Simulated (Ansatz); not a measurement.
Two isomers of CH5NOSi: A = `CO[Si]N`, B = `O[SiH]1CN1`.

Calculated with Ansatz (gas phase, PBE0-D4/def2-TZVP geometries, no zero-point term in ΔE). CCSD(T)/CBS adds triple-zeta CCSD(T) − MP2 to the extrapolated MP2 energy (def2 sets, frozen cores). DFT in def2-TZVPP. B3LYP here is the variant with VWN-RPA as its local correlation; programs differ in this. Each species was taken in one conformer, which may not be the lowest.

**Question.** Which isomer does CCSD(T)/CBS put lower? Give the gap. (An estimate is asked.)

**Answer.** Computed: A, by 11.6 kcal/mol.

**Question.** Give E(B) − E(A) in kcal/mol with LDA (SPW92), CCSD/def2-TZVPP, CCSD(T)/def2-TZVPP, B3LYP-D4, MP2/def2-TZVPP, PBE-D4, BLYP-D4. (Estimate.)

**Answer.** The calculation gave: LDA (SPW92) 10.5, CCSD/def2-TZVPP 13.0, CCSD(T)/def2-TZVPP 12.6, B3LYP-D4 14.9, MP2/def2-TZVPP 9.3, PBE-D4 11.8, BLYP-D4 16.5. None reverses the order clearly.

**Question.** Does the order hold for the free energy at 298.15 K (harmonic terms from PBE0-D4)? (Estimate.)

**Answer.** Ansatz gave: Yes: G(B) − G(A) = +10.3 kcal/mol, for one conformer each.

Largest T1 diagnostic: 0.013.

From PBE to PBE0 (25 % exact exchange), in def2-TZVPP and without D4, E(B) − E(A) moves by −1.4 kcal/mol. At CCSD(T), def2-SVP lies +7.0 kcal/mol from the extrapolated value and def2-TZVPP +1.1 kcal/mol.
